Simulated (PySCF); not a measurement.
**Xenon: a sound run and one with changed settings**

Sound run: Xe [Xe], Xe⁺ [Kr] 4d10 5s2 5p5. Calculation: PySCF 2.14, in def2-SVP with the def2 core potential (28 electrons) (6s5p3d2f, 50 functions); scalar relativity through the core potential. In the sound run the correlated levels freeze 4s2 4p6 4d10 outside the core potential. The sound run starts from symmetry-adapted Hartree-Fock orbitals and uses a fine grid where one is needed.

Changed run: a valence shell is frozen. This setting is unsound on purpose.

```tsv
species	method	sound run (hartree)	changed run (hartree)	converged
Xe	MP2	-328.44335	-328.40370	yes
Xe	CCSD(T)	-328.46336	-328.41347	yes
Xe⁺	MP2	-327.99284	-327.94886	yes
Xe⁺	CCSD(T)	-328.01505	-327.95896	yes
```

Ionisation energy of Xe:

```
 method  sound run (eV)  changed run (eV)
    UHF          11.466            11.466
    MP2          12.259            12.377
SCS-MP2          12.187            12.334
   CCSD          12.163            12.322
CCSD(T)          12.199            12.368
```

Freezing a valence shell removes pair correlation that changes on ionisation.

For comparison, NIST gives 12.130 eV between the lowest levels.
